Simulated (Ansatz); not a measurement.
Geometry optimisation, RKS B3LYP-D4/def2-SVP (Ansatz 0.2.0).

Input file:

```yaml
crystal:
  periodic: [false, false, false]
  atoms:
    - { symbol: Hf, position_ang: [-0.253644, -0.12405, 0.084107] }
    - { symbol: Cl, position_ang: [-0.340276, -0.046164, 2.56645] }
    - { symbol: F, position_ang: [1.532611, -0.223393, -0.597344] }
    - { symbol: Cl, position_ang: [-1.540212, 1.520047, -1.016369] }
    - { symbol: O, position_ang: [-1.049398, -1.779517, -0.374847] }
    - { symbol: H, position_ang: [-1.475016, -2.606229, -0.60912] }
    - { symbol: O, position_ang: [1.288351, 2.455107, 1.329743] }
    - { symbol: H, position_ang: [2.247097, 2.336941, 1.269548] }
    - { symbol: H, position_ang: [1.055286, 2.084858, 2.213731] }
basis:
  gaussian: { orbitals: def2-SVP }
hamiltonian:
  xc: b3lyp
  dispersion: d4
relax:
  f_tol: 0.03
  max_steps: 50
```

Run as:

```bash
$ ansatz run input.yaml --threads 4 --pin off --max-ram 5120MiB --backend cpu --events-out ev --progress --plain --runs-dir out
```

Question: Where does it end, and by what steps?

Answer: The run converged. After 11 steps the energy has fallen by 0.572 eV; H8 moved furthest, 0.60 Å. Joined: Hf1–O7 (3.25 → 2.36 Å).

| step | energy less start (eV) | largest force component (eV/Å) | accepted |
| --- | --- | --- | --- |
| 0 | 0.0000 | 1.202 | yes |
| 1 | -0.1370 | 1.163 | yes |
| 2 | -0.2989 | 1.562 | yes |
| 3 | -0.4803 | 1.603 | yes |
| 4 | -0.5133 | 1.024 | yes |
| 5 | -0.5609 | 0.483 | yes |
| 6 | -0.5638 | 0.232 | yes |
| 7 | -0.5690 | 0.100 | yes |
| 8 | -0.5706 | 0.069 | yes |
| 9 | -0.5714 | 0.106 | yes |
| 10 | -0.5718 | 0.049 | yes |
| 11 | -0.5721 | 0.024 | yes |

```xyz
9
Properties=species:S:1:pos:R:3
Hf -0.144 0.110 0.273
Cl -0.541 -0.104 2.646
F 1.642 -0.071 -0.449
Cl -1.524 1.682 -0.860
O -0.875 -1.554 -0.302
H -1.222 -2.410 -0.556
O 1.080 1.937 1.141
H 2.012 1.958 0.874
H 1.038 2.071 2.100
```

Whether the end is a true minimum wasn't checked by a vibrational analysis.

The run took 72 s on 4 threads of Intel(R) Xeon(R) Platinum 8259CL CPU @ 2.50GHz (Skylake/Cascade Lake), on a shared host, peak memory 0.36 GiB.
